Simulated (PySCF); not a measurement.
1-fluorocyclopentene (C5H7F), SMILES C1CC=C(C1)F. Geometry: PBE-D3(BJ)/def2-SVP. Other conformers were not sampled.

Computed equilibrium geometry at PBE-D3(BJ)/def2-SVP (PySCF confirms it by a frequency run) as bond lengths and angles (one conformer of several):
Atoms: F1 C2 C3 C4 C5 C6 H7 H8 H9 H10 H11 H12 H13. Bond lengths (Å): F1–C2 1.342, C2–C3 1.346, C2–C6 1.504, C3–C4 1.510, C3–H7 1.098, C4–C5 1.555, C4–H8 1.115, C4–H9 1.111, C5–C6 1.546, C5–H10 1.107, C5–H11 1.109, C6–H12 1.110, C6–H13 1.114. Bond angles (°): F1–C2–C3 126.1, F1–C2–C6 119.5, C3–C2–C6 114.4, C2–C3–C4 109.6, C2–C3–H7 124.9, C4–C3–H7 125.3, C3–C4–C5 103.4, C3–C4–H8 110.6, C3–C4–H9 113.3, C5–C4–H8 111.6, C5–C4–H9 112.1, H8–C4–H9 105.9, C4–C5–C6 105.8, C4–C5–H10 113.0, C4–C5–H11 108.9, C6–C5–H10 113.1, C6–C5–H11 108.8, H10–C5–H11 107.2, C2–C6–C5 101.4, C2–C6–H12 112.5, C2–C6–H13 110.1, C5–C6–H12 113.7, C5–C6–H13 112.8, H12–C6–H13 106.5.
